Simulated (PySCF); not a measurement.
Zn: excitation energy

Zn [Ar] 3d10 4s2 (1S) → Zn [Ar] 3d10 4s1 4p1 (3P), as a difference of total energies. Calculation: PySCF 2.14, in ANO-RCC-VTZP (6s5p3d2f1g, 59 functions); the spin-free X2C one-electron Hamiltonian (Gaussian nucleus). Correlated levels: valence: [Ar] frozen; valence and next inner shell: [Ne] frozen. The calculations carry no spin-orbit coupling.

```
                                method  excitation energy (eV)  error (eV)
                                   UHF                   2.747      -1.307
                                   LDA                   4.480      +0.426
                                   PBE                   4.225      +0.171
                                  PBE0                   3.925      -0.129
                                r2SCAN                   3.919      -0.135
                                 B3LYP                   4.277      +0.223
                                 M06-L                   4.407      +0.353
                                  MN15                   4.324      +0.270
                         MP2 (valence)                   3.870      -0.184
                     SCS-MP2 (valence)                   3.953      -0.101
    MP2 (valence and next inner shell)                   3.937      -0.117
SCS-MP2 (valence and next inner shell)                   3.998      -0.056
```

Reference: 4.054 eV (measured; NIST levels, between the centres of gravity of the two terms).

Errors of the correlated levels include the incompleteness of this basis and the frozen core.

The basis was made for the ground configuration and has no added diffuse functions, so the excitation energy can come out too high.
